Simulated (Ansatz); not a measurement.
System: CH₆ClSi₂, charge -1, multiplicity 1. It need not be the lowest isomer of its formula. Whether it binds its extra electron was not tested at this geometry. 
Structure (B3LYP-D3(BJ)/def2-TZVP (Ansatz, a first-principles code) minimum search):
SMILES: Cl[SiH2]C[SiH2-]
```xyz
10

Si    -2.6383     0.0470     0.1043
C     -0.8169     0.8834     0.1227
Si     0.3807    -0.4852     0.0090
Cl     2.4710     0.1333    -0.1238
H     -2.5244    -0.5279    -1.3164
H     -2.2197    -1.2795     0.7722
H     -0.7388     1.5699    -0.7228
H     -0.6762     1.4603     1.0391
H      0.2437    -1.3147    -1.2055
H      0.4155    -1.3400     1.2154
```
Charge -1, spin multiplicity 1.

Total electronic energies in hartree. Correlated levels leave the core frozen unless marked. Spin-orbit coupling is left out. Non-relativistic. CBS marks a two-point X^-3 extrapolation of the correlation energy; Hartree-Fock from the larger set.

| level | program | energy (Eh) |
|---|---|---|
| HF/6-31G* | Ansatz | -1078.71014 |
| HF/aug-cc-pV(T+d)Z | Ansatz | -1078.83852 |
| HF/cc-pV(Q+d)Z | Ansatz | -1078.84871 |
| r2SCAN-D3(BJ)/def2-TZVPD | Ansatz + dftd3 | -1080.91150 |
| PBE0/STO-3G | Ansatz | -1068.20511 |
| PBE0-D4/def2-TZVP | Ansatz + dftd4 | -1080.57719 |
| PBE0-D4/def2-TZVPD | Ansatz + dftd4 | -1080.58039 |
| PBE0/def2-TZVPD | Ansatz | -1080.57065 |
| BHLYP-D4/def2-TZVPD | Ansatz + dftd4 | -1081.00132 |
| BHLYP/def2-TZVPD | Ansatz | -1080.98645 |
| r2SCAN0-D4/def2-TZVPD | Ansatz + dftd4 | -1080.89807 |
| CAM-B3LYP-D3(BJ)/def2-TZVPD | Ansatz + dftd3 | -1081.02542 |
| B2GP-PLYP-D3(BJ)/def2-TZVPD | Ansatz + dftd3 | -1080.46728 |
| MP2/STO-3G | Ansatz | -1066.70784 |
| MP2/cc-pV(D+d)Z | Ansatz | -1079.27440 |
| MP2/aug-cc-pV(T+d)Z | Ansatz | -1079.48682 |
| MP2/aug-cc-pV(Q+d)Z | Ansatz | -1079.54064 |
| RI-MP2/cc-pV(T+d)Z | Ansatz | -1079.46645 |
| SCS-MP2/aug-cc-pV(T+d)Z | Ansatz | -1079.49675 |
| CCSD/6-31G | Ansatz | -1078.88493 |
| CCSD(T)/STO-3G | Ansatz | -1066.75419 |
| CCSD(T)/6-31G* | Ansatz | -1079.20577 |
| CCSD(T)/CBS(aug-cc-pV(T+d)Z,aug-cc-pV(Q+d)Z) | Ansatz | -1079.6554 |

Totals of different functionals don't rank their quality; only differences between species are comparable.
